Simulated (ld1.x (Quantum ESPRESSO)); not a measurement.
Which change was made? (Ga, RRKJ)

| Quantity | Value |
| --- | --- |
| Element | Ga |
| Generator | ld1.x (Quantum ESPRESSO) 7.5 |
| Type | norm-conserving RRKJ (Kleinman–Bylander form) |
| Functional | LDA (PZ) |
| Relativity | scalar-relativistic |
| Frozen core | [Ar] 3d10 |
| Valence charge | 3 |
| Reference configuration | 4s2 4p1 |
| Partial waves | 4s (bound): rc 1.80 bohr; 4p (bound): rc 2.80 bohr; 4d channel at 0.25 Ry: rc 2.60 bohr |
| Local potential | the d channel |
| Core correction | none |
| rho0 | 0.005 |

Cutoffs, loose and tight: the cutoffs (Ry, on a coarse ladder) from which the occupation-weighted sum of valence levels, in a spherical-Bessel basis at the reference potential, stays within 10 and 1 mRy of its value at 400 Ry. They do not see the model core or the augmentation charge, which bear on the density cutoff. Test errors are all-electron minus pseudo excitation energies from the reference, over the configurations 4s2 4p0; 4s1 4p0; 4s2 4p0.5; 4s0 4p3; 4s1 4p1; 4s2 4p1.3; 4s1 4p2 (two spin-polarised tests are not counted in the largest error); variants that change the core or the reference have their own tests.

The base gives: outcome: generated; cutoff, loose: 30 Ry; cutoff, tight: 45 Ry; bound ghosts: p; largest test error (meV): +96.

After one change the result is: outcome: generated; cutoff, loose: 18 Ry; cutoff, tight: 45 Ry; bound ghosts: s, p; largest test error (meV): +66. Which change was it?
A. wave 4d channel at 0.25 Ry: rc 2.60 bohr becomes 4d channel at 3.55 Ry: rc 2.60 bohr
B. wave 4d channel at 0.25 Ry: rc 2.60 bohr becomes 4d channel at 6.17 Ry: rc 2.60 bohr
C. wave 4d channel at 0.25 Ry: rc 2.60 bohr becomes 4d channel at 2.06 Ry: rc 2.60 bohr

B. The others give: wave 4d channel at 0.25 Ry: rc 2.60 bohr becomes 4d channel at 2.06 Ry: rc 2.60 bohr → outcome: generated; cutoff, loose: 30 Ry; cutoff, tight: 45 Ry; bound ghosts: s; largest test error (meV): +100 | wave 4d channel at 0.25 Ry: rc 2.60 bohr becomes 4d channel at 3.55 Ry: rc 2.60 bohr → outcome: failed: compute_chi: n is too large.
